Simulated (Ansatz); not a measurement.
H2OPb (SMILES [OH][PbH]) moved off its minimum; all values from Ansatz (a program for electronic structure), cores frozen in correlated methods. Elements past Kr take the def2 small-core potentials, without spin–orbit coupling.
(charge 0, multiplicity 1)
```xyz
4

Pb    -0.1100     0.0170     0.1105
H     -1.5748    -0.0547    -1.0765
O      1.3026     0.8820    -0.9378
H      0.9012     1.1203    -1.9154
```

Forces at MP2/def2-TZVPPD (eV/Å):

```csv
atom,Fx,Fy,Fz
Pb1,-2.535,-1.804,2.535
H2,0.254,0.164,-0.194
O3,0.491,2.400,-5.873
H4,1.789,-0.760,3.531
```

Question: Give the forces (eV/Å), the total energy and the dipole at CCSD(T)/def2-TZVPPD.

Answer: 
```json
[
 {"atom": "Pb1", "Fx": "-2.410", "Fy": "-1.788", "Fz": "2.613"},
 {"atom": "H2", "Fx": "0.145", "Fy": "0.157", "Fz": "-0.278"},
 {"atom": "O3", "Fx": "0.454", "Fy": "2.392", "Fz": "-5.888"},
 {"atom": "H4", "Fx": "1.811", "Fy": "-0.760", "Fz": "3.553"}
]
```
Energy -268.2280 hartree, dipole 0.97 D.
